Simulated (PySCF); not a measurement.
C3H2O.

```xyz
6

O      0.0000     0.0000     1.5386
C      0.0000     0.0000     0.3380
C      0.0000     0.6738    -0.9322
C      0.0000    -0.6738    -0.9322
H      0.0000     1.5575    -1.5751
H      0.0000    -1.5575    -1.5751
```

Geometry: B3LYP-D3(BJ)/def2-SVP.

Computed with PBE/pcSseg-2 run with PySCF. Non-relativistic, no solvent.

Computed absolute GIAO shielding of each atom: isotropic value and principal components (ppm):
```csv
atom,σ(iso),σ11,σ22,σ33,span
O1,6.6,-244.0,-177.6,441.3,685.3
C2,27.4,-87.7,51.9,117.9,205.6
C3,2.6,-101.3,-76.1,185.1,286.4
C4,2.6,-101.3,-76.1,185.1,286.4
H5,21.6,17.5,22.4,24.8,7.2
H6,21.6,17.5,22.4,24.8,7.2
```
